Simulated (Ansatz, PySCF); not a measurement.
This Ansatz (a first-principles code) input computes a r2SCAN/def2-TZVPD energy:

Ansatz 0.2 input:
```yaml
crystal:
  periodic: [false, false, false]
  atoms:
    - {symbol: P, position_ang: [-0.04451031, -0.04178901, -0.47896848]}
    - {symbol: O, position_ang: [-0.07894962, 0.02476391, 1.00249301]}
    - {symbol: H, position_ang: [1.29925152, 0.42872386, -0.83541683]}
basis:
  gaussian:
    orbitals: def2-TZVPD
hamiltonian:
  xc: {name: r2SCAN}
output: {forces: true}
```

Question: Write an input for the same energy in PySCF and say what it gives.

Answer: 
```python
from pyscf import gto, scf, dft

mol = gto.M(
    atom='''
    P    -0.04451031   -0.04178901   -0.47896848
    O    -0.07894962    0.02476391    1.00249301
    H     1.29925152    0.42872386   -0.83541683
    ''',
    basis='def2-tzvpd',
    charge=0,
    spin=0,
    verbose=4,
)

mf = dft.RKS(mol, xc='r2scan').density_fit(auxbasis='def2-universal-jkfit')
mf.grids.level = 4
mf.conv_tol = 1e-9
mf.max_cycle = 100
mf.max_memory = 1500
mf.kernel()
if not mf.converged:
    mf = mf.newton()
    mf.kernel(mf.make_rdm1())
mf.analyze()
```
It gives -417.13079 Eh, and Ansatz -417.13074 Eh, a difference of 0.05 mEh, from the treatment of integrals and grids.
